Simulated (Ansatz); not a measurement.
Geometry optimisation, RKS PBE0/STO-3G (Ansatz).

Input:

```yaml
crystal:
  periodic: [false, false, false]
  atoms:
    - { symbol: C, position_ang: [0.0789, -2.016, -0.2536] }
    - { symbol: C, position_ang: [-0.1895, -0.6544, -0.1632] }
    - { symbol: C, position_ang: [0.7546, 0.4379, 0.3486] }
    - { symbol: Si, position_ang: [-0.5477, 1.5275, -0.0273] }
    - { symbol: F, position_ang: [-0.4491, 2.4888, -1.282] }
    - { symbol: F, position_ang: [-1.3974, 2.1632, 1.2112] }
    - { symbol: O, position_ang: [-1.2108, 0.0467, -0.4622] }
    - { symbol: H, position_ang: [1.0156, -2.3881, 0.0284] }
    - { symbol: H, position_ang: [-0.7436, -2.6025, -0.6117] }
    - { symbol: H, position_ang: [1.6976, 0.5862, -0.2053] }
    - { symbol: H, position_ang: [1.0568, 0.3537, 1.4377] }
basis:
  gaussian: { orbitals: STO-3G }
hamiltonian:
  xc: pbe0
relax:
  f_tol: 0.02
  max_steps: 40
scf:
  lower_state_search: "off"
```

Run as:

```bash
$ ansatz run input.yaml --threads 1 --pin off --max-ram 2048MiB --backend cpu --events-out ev --progress --plain --runs-dir out
```

Where does it end, and by what steps?

The run converged. Limits of this set-up: minimal basis. After 7 steps the energy has fallen by 1.213 eV; F5 moved furthest, 0.14 Å. The start is strongly strained (largest force component 8 eV/Å).

```tsv
step	energy less start (eV)	largest force component (eV/Å)	accepted
0	0.0000	8.435	yes
1	-1.0071	2.708	yes
2	-1.1760	0.491	yes
3	-1.1910	0.327	yes
4	-1.1967	0.496	yes
5	-1.2123	0.085	yes
6	-1.2128	0.146	yes
7	-1.2134	0.019	yes
```

```xyz
11
Properties=species:S:1:pos:R:3
C 0.067 -1.999 -0.249
C -0.115 -0.680 -0.136
C 0.832 0.429 0.381
Si -0.608 1.541 -0.023
F -0.513 2.605 -1.241
F -1.436 2.283 1.156
O -1.303 0.017 -0.496
H 1.008 -2.462 0.048
H -0.715 -2.651 -0.640
H 1.744 0.543 -0.216
H 1.104 0.318 1.437
```

Run time: 19 s on 1 thread of Arm Neoverse V2, on a shared host, peak memory 0.14 GiB.
